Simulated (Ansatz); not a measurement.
Consider the substitution at a C–N bond: `N=C(S)N[SiH2]F` + `C=N` → `C=NC(=N)S` + `N[SiH2]F`.

Program: Ansatz. Geometries: PBE0-D4/def2-TZVP. ΔE: electronic, gas phase. CBS: MP2 limit from def2 TZ/QZ plus the TZ coupled-cluster correction, frozen cores. This one scheme is used for every species. Each species was taken in one conformer, which may not be the lowest.

```tsv
species	CCSD/CBS(def2) energy (Eh)
`N=C(S)N[SiH2]F`	-937.14619
`C=N`	-94.50718
`C=NC(=N)S`	-585.59242
`N[SiH2]F`	-446.05813
```

Task: Work out ΔE.

Result: ΔE = (-585.59242) + (-446.05813) − (-937.14619) − (-94.50718) = 0.00282 Eh = +7.4 kJ/mol. CCSD(T)/CBS gives +6.7 kJ/mol.

Largest T1 diagnostic among the species: 0.015.

The D4 term adds +3.7 kJ/mol with B3LYP and +2.3 kJ/mol with PBE0; it sums over pairs of atoms, weighted by their polarisabilities, and B3LYP, whose exchange is more repulsive, gets the larger term.

B3LYP here is the variant with VWN-RPA as its local correlation; programs differ in this.
